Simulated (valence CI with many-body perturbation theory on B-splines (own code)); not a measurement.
Lu³⁸⁺: electric-dipole lines

Calculated by configuration interaction combined with many-body perturbation theory (CI+MBPT): five valence electrons over a frozen Dirac-Fock core [Ar] 3d10, radial functions for each j: 9 s, 9 p, 8 d, 6 f, 3 g, 1 h, with the one-electron correlation potential Σ1, the two-electron term Σ2, the three-electron term Σ3, Breit, model QED; selected CI, second order for the rest (own B-spline code, finite nucleus).

No measured spectrum was set against this ion. As an estimate, large intervals hold to a few tenths of a per cent, small ones and those within an open d or f shell to about a per cent. Among the levels kept, up to 300 cm⁻¹ of a level comes from second order outside the variational space, and about a tenth of that is noise between levels of different J, which matters for small intervals.

Lines 101 to 150 of 222 in falling wavelength, among levels below 2697400 cm⁻¹, chosen from the strongest by gf and those to the six lowest levels. Wavelengths and rates use the calculated energies. Electric multipoles are in the length gauge, E1 and E2 with the static RPA response of the core. Weak lines are less certain than strong ones. Lines between different terms over intervals too small for the method are left out, as are lines whose strength nearly cancels. Where a level lies close to another of its J and parity, the split of strength between their lines is uncertain. The highest levels of a list are the least certain.

Levels are named by their leading jj configuration (3d3/2^4 stands for four electrons in 3d with j = 3/2), which in mixed levels can hold well under half, so a name can repeat and another be missing. Letters in brackets count levels of one name in rising energy.

| λ vac (nm) | Upper | Lower | A (s⁻¹) | log gf | Branch % |
| --- | --- | --- | --- | --- | --- |
| 9.384 | (4s 4p1/2^2 4p3/2 4d3/2) J=3/2 [a] | (4s^2 4p1/2^2 4d5/2) J=5/2 | 6.54e+09 | -1.46 | 13.7 |
| 9.237 | (4s 4p1/2^2 4p3/2 4d3/2) J=7/2 | (4s^2 4p1/2^2 4d5/2) J=5/2 | 1.25e+09 | -1.89 | 8.6 |
| 9.125 | (4s 4p1/2^2 4p3/2 4d3/2) J=3/2 [b] | (4s 4p1/2^2 4p3/2^2) J=3/2 | 7.34e+09 | -1.44 | 4.1 |
| 9.038 | (4s 4p1/2^2 4p3/2 4d3/2) J=5/2 [b] | (4s 4p1/2^2 4p3/2^2) J=3/2 | 6.49e+09 | -1.32 | 10.3 |
| 9.009 | (4s^2 4p1/2 4p3/2 4d3/2) J=3/2 [a] | (4s^2 4p1/2 4p3/2^2) J=5/2 | 3.34e+09 | -1.79 | 8.8 |
| 9.007 | (4s^2 4p1/2 4p3/2 4d3/2) J=5/2 [a] | (4s^2 4p1/2 4p3/2^2) J=5/2 | 4.22e+09 | -1.51 | 65.8 |
| 8.685 | (4s^2 4p1/2 4p3/2 4d3/2) J=3/2 [a] | (4s^2 4p1/2 4p3/2^2) J=3/2 | 1.84e+09 | -2.08 | 4.9 |
| 8.684 | (4s^2 4p1/2 4p3/2 4d3/2) J=7/2 | (4s^2 4p1/2 4p3/2^2) J=5/2 | 6.81e+07 | -3.21 | 99.9 |
| 8.684 | (4s^2 4p1/2 4p3/2 4d3/2) J=5/2 [a] | (4s^2 4p1/2 4p3/2^2) J=3/2 | 1.37e+08 | -3.03 | 2.1 |
| 8.675 | (4s^2 4p1/2^2 4d3/2) J=3/2 | (4s^2 4p1/2^2 4p3/2) J=3/2 | 6.01e+09 | -1.57 | 94.2 |
| 8.658 | (4s^2 4p1/2 4p3/2 4d3/2) J=1/2 [a] | (4s^2 4p1/2 4p3/2^2) J=3/2 | 2.01e+09 | -2.35 | 27.0 |
| 8.600 | (4s^2 4p1/2 4p3/2 4d5/2) J=3/2 [a] | (4s^2 4p1/2 4p3/2^2) J=1/2 | 4.26e+08 | -2.72 | 4.7 |
| 8.577 | (4s 4p1/2^2 4p3/2 4d3/2) J=1/2 [b] | (4s 4p1/2^2 4p3/2^2) J=3/2 | 4.21e+09 | -2.03 | 1.1 |
| 8.548 | (4s 4p1/2^2 4p3/2 4d3/2) J=5/2 [a] | (4s 4p1/2^2 4p3/2^2) J=5/2 | 5.08e+09 | -1.48 | 17.0 |
| 8.502 | (4s 4p1/2^2 4p3/2 4d3/2) J=3/2 [a] | (4s 4p1/2^2 4p3/2^2) J=5/2 | 1.31e+10 | -1.24 | 27.6 |
| 8.445 | (4s 4p1/2^2 4p3/2 4d3/2) J=1/2 [b] | (4s 4p1/2^2 4p3/2^2) J=1/2 | 1.24e+10 | -1.58 | 3.4 |
| 8.340 | (4s^2 4p3/2^2 4d3/2) J=3/2 [a] | (4s^2 4p3/2^3) J=3/2 | 1.61e+08 | -3.17 | 0.0 |
| 8.337 | (4s^2 4p3/2^2 4d3/2) J=1/2 | (4s^2 4p3/2^3) J=3/2 | 2.55e+07 | -4.27 | 0.0 |
| 8.297 | (4s^2 4p3/2^2 4d3/2) J=5/2 | (4s^2 4p3/2^3) J=3/2 | 1.79e+09 | -1.95 | 0.2 |
| 8.232 | (4s^2 4p1/2 4p3/2 4d5/2) J=3/2 [a] | (4s^2 4p1/2 4p3/2^2) J=5/2 | 1.48e+07 | -4.22 | 0.2 |
| 8.224 | (4s^2 4p1/2 4p3/2 4d3/2) J=3/2 [b] | (4s^2 4p1/2 4p3/2^2) J=1/2 | 5.07e+06 | -4.69 | 0.0 |
| 8.199 | (4s^2 4p1/2 4p3/2 4d3/2) J=1/2 [b] | (4s^2 4p1/2 4p3/2^2) J=1/2 | 9.62e+08 | -2.71 | 0.1 |
| 8.082 | (4s^2 4p3/2^2 4d5/2) J=1/2 | (4s^2 4p3/2^3) J=3/2 | 3.29e+06 | -5.19 | 0.1 |
| 8.062 | (4s^2 4p1/2 4p3/2 4d5/2) J=7/2 [a] | (4s^2 4p1/2 4p3/2^2) J=5/2 | 6.08e+08 | -2.32 | 99.7 |
| 8.007 | (4s 4p1/2^2 4p3/2 4d5/2) J=5/2 | (4s^2 4p1/2^2 4d5/2) J=5/2 | 1.68e+09 | -2.01 | 0.9 |
| 7.992 | (4s^2 4p1/2^2 4f5/2) J=5/2 | (4s 4p1/2^2 4p3/2^2) J=3/2 | 3.17e+09 | -1.74 | 0.6 |
| 7.985 | (4s^2 4p1/2 4p3/2 4d5/2) J=5/2 [a] | (4s^2 4p1/2 4p3/2^2) J=5/2 | 6.45e+08 | -2.43 | 0.5 |
| 7.960 | (4s^2 4p1/2 4p3/2 4d5/2) J=3/2 [a] | (4s^2 4p1/2 4p3/2^2) J=3/2 | 3.52e+08 | -2.87 | 3.9 |
| 7.945 | (4s 4p1/2^2 4p3/2 4d5/2) J=7/2 [a] | (4s^2 4p1/2^2 4d5/2) J=5/2 | 1.53e+10 | -0.94 | 8.2 |
| 7.936 | (4s 4p1/2^2 4p3/2^2) J=5/2 | (4s^2 4p1/2^2 4p3/2) J=3/2 | 1.15e+09 | -2.19 | 10.2 |
| 7.926 | (4s^2 4p1/2 4p3/2 4d3/2) J=5/2 [b] | (4s^2 4p1/2 4p3/2^2) J=5/2 | 3.23e+09 | -1.74 | 0.3 |
| 7.913 | (4s 4p1/2^2 4p3/2 4d3/2) J=3/2 [b] | (4s 4p1/2^2 4p3/2^2) J=5/2 | 9.59e+09 | -1.44 | 5.3 |
| 7.886 | (4s^2 4p1/2 4p3/2 4d3/2) J=3/2 [b] | (4s^2 4p1/2 4p3/2^2) J=5/2 | 6.72e+08 | -2.60 | 0.0 |
| 7.848 | (4s 4p1/2^2 4p3/2 4d3/2) J=5/2 [b] | (4s 4p1/2^2 4p3/2^2) J=5/2 | 1.06e+10 | -1.23 | 16.8 |
| 7.830 | (4s 4p1/2^2 4p3/2 4d3/2) J=5/2 [a] | (4s^2 4p1/2^2 4d3/2) J=3/2 | 2.82e+08 | -2.81 | 0.9 |
| 7.791 | (4s 4p1/2^2 4p3/2 4d3/2) J=3/2 [a] | (4s^2 4p1/2^2 4d3/2) J=3/2 | 4.06e+09 | -1.83 | 8.5 |
| 7.790 | (4s 4p1/2^2 4p3/2 4d3/2) J=1/2 [a] | (4s^2 4p1/2^2 4d3/2) J=3/2 | 8.23e+08 | -2.82 | 3.2 |
| 7.787 | (4s^2 4p3/2^2 4d3/2) J=3/2 [b] | (4s^2 4p3/2^3) J=3/2 | 4.79e+09 | -1.76 | 0.5 |
| 7.729 | (4s^2 4p1/2 4p3/2 4d5/2) J=5/2 [a] | (4s^2 4p1/2 4p3/2^2) J=3/2 | 6.95e+09 | -1.43 | 5.7 |
| 7.674 | (4s^2 4p1/2 4p3/2 4d3/2) J=5/2 [b] | (4s^2 4p1/2 4p3/2^2) J=3/2 | 1.09e+10 | -1.24 | 1.0 |
| 7.650 | (4s^2 4p1/2 4p3/2 4d5/2) J=3/2 [b] | (4s^2 4p1/2 4p3/2^2) J=1/2 | 6.78e+09 | -1.62 | 2.0 |
| 7.643 | (4s^2 4p1/2^2 4f5/2) J=5/2 | (4s^2 4p1/2^2 4d5/2) J=5/2 | 2.66e+09 | -1.85 | 0.5 |
| 7.637 | (4s^2 4p1/2 4p3/2 4d3/2) J=3/2 [b] | (4s^2 4p1/2 4p3/2^2) J=3/2 | 4.18e+08 | -2.83 | 0.0 |
| 7.615 | (4s^2 4p1/2 4p3/2 4d3/2) J=1/2 [b] | (4s^2 4p1/2 4p3/2^2) J=3/2 | 3.02e+07 | -4.28 | 0.0 |
| 7.525 | (4s^2 4p1/2 4p3/2 4d5/2) J=1/2 | (4s^2 4p1/2 4p3/2^2) J=1/2 | 3.72e+10 | -1.20 | 9.5 |
| 7.405 | (4s^2 4p3/2^2 4d5/2) J=5/2 [a] | (4s^2 4p3/2^3) J=3/2 | 6.04e+06 | -4.53 | 0.3 |
| 7.357 | (4s^2 4p1/2 4p3/2 4d5/2) J=3/2 [b] | (4s^2 4p1/2 4p3/2^2) J=5/2 | 1.64e+10 | -1.27 | 4.8 |
| 7.355 | (4s 4p1/2^2 4p3/2 4d5/2) J=5/2 | (4s 4p1/2^2 4p3/2^2) J=5/2 | 1.70e+11 | -0.08 | 87.0 |
| 7.355 | (4s^2 4p1/2 4p3/2 4d5/2) J=3/2 [c] | (4s^2 4p1/2 4p3/2^2) J=1/2 | 1.11e+11 | -0.44 | 24.9 |
| 7.303 | (4s 4p1/2^2 4p3/2 4d5/2) J=7/2 [a] | (4s 4p1/2^2 4p3/2^2) J=5/2 | 1.64e+11 | 0.02 | 88.0 |

(1) How does gf follow from A for the line at 8.548 nm?

Results:

(1) gf = 1.4992 × (2J+1)_upper × A / σ², with σ = 1169931 cm⁻¹ and 2J+1 = 6: gf = 0.0334.
